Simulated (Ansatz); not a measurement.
`CB(C)C[SiH3]` + H₂Se → `CB(C)[SeH]` + `C[SiH3]` at 600 K and 1 bar (ligand exchange at a B–C bond).

Isolated molecules relaxed with PBE0-D4/def2-TZVP in Ansatz; ΔE leaves out vibrations. CCSD(T)/CBS is the MP2 limit (def2-TZVPP, def2-QZVPP) plus CCSD(T) − MP2 in def2-TZVPP, frozen cores. This one scheme is used for every species. For Se outer-core shells are correlated without core-valence functions, which leaves a few kJ/mol of doubt a bond. Scalar relativity is left out up to krypton. One conformer a species, not always the lowest.

| species | CCSD(T)/CBS energy (Eh) | H − E (kJ/mol) | S (J/(mol·K)) |
| --- | --- | --- | --- |
| `CB(C)C[SiH3]` | -434.67777 | 419.6 | 506.8 |
| H₂Se | -2401.89790 | 57.0 | 244.8 |
| `CB(C)[SeH]` | -2505.86300 | 283.9 | 430.1 |
| `C[SiH3]` | -330.73916 | 199.7 | 315.0 |

H − E and S are ideal-gas, rigid-rotor, harmonic terms from PBE0-D4/def2-TZVP, for one conformer and one mirror image of each species. 1 Eh = 2625.50 kJ/mol, R = 8.31446 J/(mol·K).

Problem. By hand: ΔE, ΔH, ΔS and ΔG.

Solution. ΔE = (-2505.86300) + (-330.73916) − (-434.67777) − (-2401.89790) = -0.02649 Eh = -69.5 kJ/mol. Δ(H − E) = 283.9 + 199.7 − 419.6 − 57.0 = 7.0, so ΔH = -62.5 kJ/mol. ΔS = 430.1 + 315.0 − 506.8 − 244.8 = -6.5 J/(mol·K). ΔG = -62.5 − 600 × (-6.5)/1000 = -58.6 kJ/mol.

Problem. By hand: the equilibrium constant, and the temperature at which ΔG would vanish if ΔH and ΔS stayed fixed.

Solution. log₁₀ K = −ΔG/(RT ln 10) = 5.1. ΔG = 0 at ΔH/ΔS = 9615 K, far beyond where these terms or the molecules hold.

The number of gas molecules stays the same, so ΔS is small and ΔH decides. A doubt of 5 kJ/mol in ΔE shifts log₁₀ K by 0.4 here. Other conformers and mirror images would add mixing entropy, several J/(mol·K) or more a flexible species. Modes under 60 cm⁻¹, often nearly free rotors, make the harmonic entropy too high. These are equilibria of isolated gas molecules and say nothing of rates. Largest T1 diagnostic: 0.011 (customary marks: 0.02 for closed shells, 0.045 for open ones).
